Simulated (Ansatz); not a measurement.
## Ansatz (development build ahead of 0.2.0) run

```yaml
crystal:
  periodic: [false, false, false]
  atoms:
    - { symbol: H, position_ang: [2.24118, -0.00958, -0.00299] }
    - { symbol: H, position_ang: [2.02094, 0.9735, 0.00304] }
    - { symbol: H, position_ang: [1.40028, 1.76194, 0.00592] }
    - { symbol: H, position_ang: [0.50523, 2.20225, -0.0097] }
    - { symbol: H, position_ang: [-0.5074, 2.19631, -0.00502] }
    - { symbol: H, position_ang: [-1.39964, 1.76452, -0.0015] }
    - { symbol: H, position_ang: [-2.02153, 0.97847, 0.00234] }
    - { symbol: H, position_ang: [-2.25535, -0.00786, 0.00256] }
    - { symbol: H, position_ang: [-2.02436, -0.96746, -0.00531] }
    - { symbol: H, position_ang: [-1.40128, -1.75863, -0.0011] }
    - { symbol: H, position_ang: [-0.49827, -2.18701, 0.00432] }
    - { symbol: H, position_ang: [0.5007, -2.19547, 0.00655] }
    - { symbol: H, position_ang: [1.40369, -1.76599, -0.00919] }
    - { symbol: H, position_ang: [2.01982, -0.97511, 0.00125] }
basis:
  gaussian: { orbitals: "6-31G" }
hamiltonian:
  xc: hf
```

The input is written out in the form of the current development build from the run's settings.

The run gave:

```json
{
 "Converged": "yes",
 "Total energy": "-7.50862 hartree",
 "Spin squared of the determinant": "0.000"
}
```

Caution: stretched shape with no unrestricted run beside it, a lower state can exist.
